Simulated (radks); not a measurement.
Charge is removed step by step from the 3p3/2 level of Br3+, starting from [Ne] 3s2 3p(1/2: 2, 3/2: 4) 3d10 4s2 4p2. All-electron calculation, Dirac Kohn-Sham, PBEsol, spin-unpolarised, spherical densities, finite nucleus; open shells fill j = l - 1/2 first; Fermi nuclear charge, rms radius 4.1629 fm. Program: a radial shooting solver on a logarithmic mesh with Libxc functionals. At the starting occupation the eigenvalue is -209.18 eV. Estimate the energy to remove one whole electron from this level, the eigenvalue at the end, and how far E(n) bends from a straight line.

Answer. Delta-SCF 224.02 eV; final eigenvalue -239.15 eV; the deviation from the straight line is -3.747 eV at 0.5 electron removed, the largest on the grid computed. Slater's transition state (half an electron removed) gives 223.95 eV. Integrating minus the eigenvalue over the occupation (Janak's theorem) gives 224.02 eV. The mean slope of the eigenvalue, de/dn, is 30.0 eV per electron.
